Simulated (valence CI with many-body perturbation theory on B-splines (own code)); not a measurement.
# Energy levels of Si6+

Level of theory: valence CI with perturbative core correlation (CI+MBPT): six valence electrons over a frozen Dirac-Fock core [He], radial functions for each j: 9 s, 9 p, 8 d, 6 f, 3 g, 1 h, with the one-electron correlation potential Σ1 (screened to all orders), the two-electron term Σ2, the three-electron term Σ3, Breit, model QED; selected single and double excitations, second order for the rest, scaled by the run's own slope (own B-spline code, finite nucleus).

Set against measurement, 15 paired levels are off by 254 cm⁻¹ on average, the worst by 713. These come from a selection out of NIST levels in Kelleher and Podobedova, J. Phys. Chem. Ref. Data 37, 1285 (2008); Martin and Zalubas, J. Phys. Chem. Ref. Data 12, 323 (1983). Levels without a partner in it may be off by more. Among the levels kept, up to 1300 cm⁻¹ of a level comes from second order outside the variational space, and about a tenth of that is noise between levels of different J, which matters for small intervals.

Levels 1 to 45 of 47, with energies above the lowest level, 2s2 2p4 3P_2. "Leading %" is the weight of the configuration and term that name the level; weights of strongly mixed levels are sums over their largest components and can fall short. Lifetimes count E1, E2, E3, M1 and M2 decay at the calculated energies, and are blank where another channel may lead or the interval is too uncertain; long ones can be off by a factor of two.

```
No.  Configuration  Term  J  E (eV)  Leading %    Second component  Lifetime
  1        2s2 2p4    3P  2    0.00         99                              
  2        2s2 2p4    3P  1    0.50         99                        690 ms
  3        2s2 2p4    3P  0    0.69         99                        5.05 s
  4        2s2 2p4    1D  2    5.80         99                       63.7 ms
  5        2s2 2p4    1S  0   12.36         96                       6.73 ms
  6         2s 2p5   3P°  2   45.03         99                       81.8 ps
  7         2s 2p5   3P°  1   45.48         99                       80.5 ps
  8         2s 2p5   3P°  0   45.73         99                       79.9 ps
  9         2s 2p5   1P°  1   62.74         98                       21.3 ps
 10            2p6    1S  0  105.30         94                       28.7 ps
 11     2s2 2p3 3s   5S°  2  142.59         98                       19.4 ns
 12     2s2 2p3 3s   3S°  1  145.28         97                       7.50 ps
 13     2s2 2p3 3s   3D°  1  151.83         97                       23.5 ps
 14     2s2 2p3 3s   3D°  2  151.84         97                       23.6 ps
 15     2s2 2p3 3s   3D°  3  151.85         98                       23.6 ps
 16     2s2 2p3 3s   1D°  2  153.17         97                       9.24 ps
 17     2s2 2p3 3p    5P  1  153.42         97                       1.27 ns
 18     2s2 2p3 3p    5P  2  153.45         97                       1.26 ns
 19     2s2 2p3 3p    5P  3  153.52         97                       1.24 ns
 20     2s2 2p3 3p    3P  1  155.89         97                       1.23 ns
 21     2s2 2p3 3p    3P  2  155.90         97                       1.23 ns
 22     2s2 2p3 3p    3P  0  155.92         97                       1.24 ns
 23     2s2 2p3 3s   3P°  0  156.36         96                       23.5 ps
 24     2s2 2p3 3s   3P°  1  156.38         95                       23.5 ps
 25     2s2 2p3 3s   3P°  2  156.43         94                       23.1 ps
 26     2s2 2p3 3s   1P°  1  157.76         95                       9.64 ps
 27     2s2 2p3 3p    1P  1  161.44         80  16 % 2s2 2p3 3p 3D   1.14 ns
 28     2s2 2p3 3p    3D  2  161.90         96                       1.28 ns
 29     2s2 2p3 3p    3D  1  161.93         80  16 % 2s2 2p3 3p 1P   1.19 ns
 30     2s2 2p3 3p    3D  3  162.00         95                       1.20 ns
 31     2s2 2p3 3p    3F  2  162.70         96                       1.16 ns
 32     2s2 2p3 3p    3F  3  162.75         95                       1.15 ns
 33     2s2 2p3 3p    3F  4  162.81         98                       1.16 ns
 34     2s2 2p3 3p    1F  3  163.21         97                       1.44 ns
 35     2s2 2p3 3p    3P  1  165.73         78  18 % 2s2 2p3 3p 3S    186 ps
 36     2s2 2p3 3p    3P  0  165.82         96                        185 ps
 37     2s2 2p3 3p    3P  2  165.85         96                        176 ps
 38     2s2 2p3 3p    3S  1  166.52         78  17 % 2s2 2p3 3p 3P    202 ps
 39     2s2 2p3 3p    3D  2  167.14         62  34 % 2s2 2p3 3p 1D    445 ps
 40     2s2 2p3 3d   5D°  4  167.18         98                        569 ps
 41     2s2 2p3 3d   5D°  2  167.18         98                        531 ps
 42     2s2 2p3 3d   5D°  3  167.18         98                        559 ps
 43     2s2 2p3 3d   5D°  0  167.18         98                        504 ps
 44     2s2 2p3 3d   5D°  1  167.18         98                        511 ps
 45     2s2 2p3 3p    3D  1  167.23         94                        492 ps
```

Names give the largest LS component (configuration and term), which can be under half, so a name can repeat, a term be missing and a line seem to break the LS rules; names also repeat where a configuration has a term twice.

The ionisation energy to 2s2 2p3 4S°_3/2 of the next ion comes out as 246.48 eV (NIST: 246.57 ± 0.05 eV (semi-empirical)). All 47 levels together are meant to be complete up to 167.97 eV.
